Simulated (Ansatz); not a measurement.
Consider the hydrogenolysis of a C–C bond: `CC(N)BF` + H₂ → `NCBF` + CH₄.

Computed with Ansatz on PBE0-D4/def2-TZVP structures; ΔE is electronic, products minus reactants. CBS: MP2 limit from def2 TZ/QZ plus the TZ coupled-cluster correction, frozen cores. This one scheme is used for every species. Functionals use def2-TZVPP. One conformer a species, not always the lowest.

Task: Is it downhill or uphill in electronic energy at CCSD(T)/CBS, and by how much? (Best estimate.)

Result: Computed: Downhill: ΔE = -64.8 kJ/mol.

Task: What do these levels give: r2SCAN-D4, PBE0-D4, ωB97X-V, ωB97M-V, B2PLYP, r2SCAN, PBE0, HF/def2-TZVPP, MP2/def2-TZVPP, SCS-MP2/def2-TZVPP, MP2/def2-QZVPP, SCS-MP2/def2-QZVPP? (Best estimate.)

Result: The calculation gave: r2SCAN-D4 -67.8, PBE0-D4 -68.4, ωB97X-V -67.1, ωB97M-V -67.3, B2PLYP -73.2, r2SCAN -69.4, PBE0 -73.2, HF/def2-TZVPP -86.3, MP2/def2-TZVPP -62.2, SCS-MP2/def2-TZVPP -66.0, MP2/def2-QZVPP -61.8, SCS-MP2/def2-QZVPP -65.6 kJ/mol.

Largest T1 diagnostic among the species: 0.011.

In def2-TZVPP, CCSD(T) changes the Hartree–Fock value by +20.7 kJ/mol (the triples alone add +4.1 kJ/mol) and MP2 by +24.1 kJ/mol. The D4 term adds +8.9 kJ/mol with B3LYP and +4.8 kJ/mol with PBE0; it sums over pairs of atoms, weighted by their polarisabilities, and B3LYP, whose exchange is more repulsive, gets the larger term.

B3LYP here is the variant with VWN-RPA as its local correlation; programs differ in this.
